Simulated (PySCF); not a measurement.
BBrH2O2. Atoms are numbered in the order given.

```xyz
6

B     -0.0048     0.9579     0.0000
Br    -0.0175    -0.9793     0.0000
O     -1.1905     1.5920     0.0000
H     -1.0807     2.5504     0.0000
O      1.1627     1.6411     0.0000
H      1.9387     1.0724     0.0000
```

Coordinates come from a PBE0-D3(BJ)/def2-SVP optimisation. The values are those of a single conformer.

The numbers are results of TDA-CAM-B3LYP/def2-SVPD in PySCF, not measurements.

Vertical excitations.  State labels are in the subgroup Cs.

| state | symmetry | energy (eV) | λ (nm) | f | main pairs |
|---|---|---|---|---|---|
| S1 | A' | 7.33 | 169 | 0.070 | HOMO→LUMO 90 % |
| S2 | A" | 7.44 | 167 | 0.039 | HOMO−1→LUMO 90 % |
| S3 | A" | 7.69 | 161 | 0.000 | HOMO→LUMO+3 97 % |
| S4 | A' | 8.08 | 153 | 0.015 | HOMO→LUMO+1 41 %, HOMO→LUMO+2 27 %, HOMO−1→LUMO+3 16 % |
| S5 | A" | 8.15 | 152 | 0.000 | HOMO−1→LUMO+1 50 %, HOMO−1→LUMO+2 26 % |
| S6 | A' | 8.28 | 150 | 0.095 | HOMO−1→LUMO+3 72 %, HOMO→LUMO+2 12 % |
| S7 | A" | 8.53 | 145 | 0.002 | HOMO−2→LUMO 76 % |
| S8 | A' | 8.77 | 141 | 0.019 | HOMO→LUMO+2 44 %, HOMO→LUMO+1 40 % |
| S9 | A" | 8.87 | 140 | 0.019 | HOMO−1→LUMO+2 48 %, HOMO−1→LUMO+1 33 %, HOMO−2→LUMO 10 % |
| S10 | A' | 9.09 | 136 | 0.028 | HOMO→LUMO+5 52 %, HOMO−1→LUMO+4 12 %, HOMO−3→LUMO 11 % |
| T1 | A' | 7.10 | 175 | 0 | HOMO→LUMO 81 % |
| T2 | A" | 7.23 | 172 | 0 | HOMO−1→LUMO 80 % |
| T3 | A' | 7.45 | 166 | 0 | HOMO−1→LUMO+3 93 % |
| T4 | A" | 7.55 | 164 | 0 | HOMO→LUMO+3 95 % |
Triplets are in the Tamm–Dancoff approximation.
